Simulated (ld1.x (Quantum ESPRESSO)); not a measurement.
## Reading a pseudo-wave (cobalt (Co))

Columns: radius, all-electron u(r) and pseudo u(r) of the 3s shell (level -102.50 eV) of cobalt in the configuration [Ne] 3s2 3p6 3d7 4s2 4p0; BP86, scalar-relativistic, ultrasoft scheme, ld1.x (Quantum ESPRESSO) 7.5.

```
r (bohr)  all-electron  pseudo
   0.075       -0.0224  0.3107
   0.150       -0.6389  0.6049
   0.225       -0.5514  0.8675
   0.300       -0.0918  1.0860
   0.375        0.4197  1.2519
   0.450        0.8309  1.3606
   0.525        1.0998  1.4123
   0.600        1.2364  1.4112
   0.675        1.2704  1.3649
   0.750        1.2335  1.2835
   0.825        1.1527  1.1782
   0.900        1.0483  1.0601
   0.975        0.9345  0.9387
   1.050        0.8206  0.8213
   1.125        0.7121  0.7121
   1.200        0.6123  0.6123
   1.275        0.5226  0.5226
   1.350        0.4434  0.4434
   1.425        0.3743  0.3743
   1.500        0.3147  0.3147
   1.575        0.2637  0.2637
   1.650        0.2204  0.2204
   1.725        0.1837  0.1837
   1.800        0.1528  0.1528
   1.875        0.1268  0.1268
   1.950        0.1051  0.1051
```

**Question.** How many radial nodes do the two functions have?

**Answer.** The all-electron 3s function has n − l − 1 = 2 (the table is too coarse to show those close to the nucleus); the pseudo-wave has 0, since the states of the same l below it are removed with the core.

**Question.** At about which radius was the pseudo-wave matched?

**Answer.** 1.15 bohr, where the columns begin to agree (steps of 0.07 bohr).

**Question.** Is the pseudo-wave norm-conserving?

**Answer.** No, it belongs to an ultrasoft set: the norm inside the radius is not constrained, and the difference is carried by the augmentation charge.
